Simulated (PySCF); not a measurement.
Geometries of 2 isomers of C2H7ClSi2, from PBE0-D3(BJ)/def2-SVP geometry optimisation, gas phase (PySCF). One conformer each, no zero-point energy, no frequencies.

**Question.** Which isomer lies lower at this level?
A.
```xyz
12
angstrom
Si     2.050    1.387    1.129
C      0.280    0.755    1.050
C     -0.812    1.533    1.037
Si    -2.603    0.957    0.958
Cl    -0.645    3.278    1.100
H      2.350    2.255   -0.047
H      2.275    2.164    2.384
H      2.966    0.208    1.113
H      0.097   -0.326    1.011
H     -3.331    1.434    2.169
H     -2.615   -0.535    0.901
H     -3.252    1.526   -0.259
```
B.
```xyz
12
angstrom
Cl     1.599   -2.406    0.302
C      0.866   -0.923   -0.350
Si     0.916    0.712    0.643
C     -0.819    1.128   -0.021
Si    -1.035   -0.721   -0.414
H      1.286   -0.746   -1.356
H      0.893    0.441    2.110
H      2.026    1.659    0.316
H     -0.774    1.741   -0.936
H     -1.533    1.589    0.677
H     -1.704   -1.084   -1.701
H     -1.677   -1.454    0.715
```

**Answer.** B. That is `ClC1[SiH2]C[SiH2]1`, 19.3 kcal/mol below the other.

```
               SMILES                 atoms numbered as above       E (Eh)  relative (kcal/mol)  relative (kJ/mol)  dipole (D)
   ClC1[SiH2]C[SiH2]1   [Cl:1][CH:2]1[SiH2:3][CH2:4][SiH2:5]1  -1118.73351                  0.0                0.0        2.26
[SiH3]/C=C(/[SiH3])Cl  [SiH3:1]/[CH:2]=[C:3](/[SiH3:4])[Cl:5]  -1118.70273                 19.3               80.8        1.22
```

As drawn, the lower has a four-membered ring, which the higher lacks; the higher has a C=C bond outside aromatic rings, which the lower lacks.
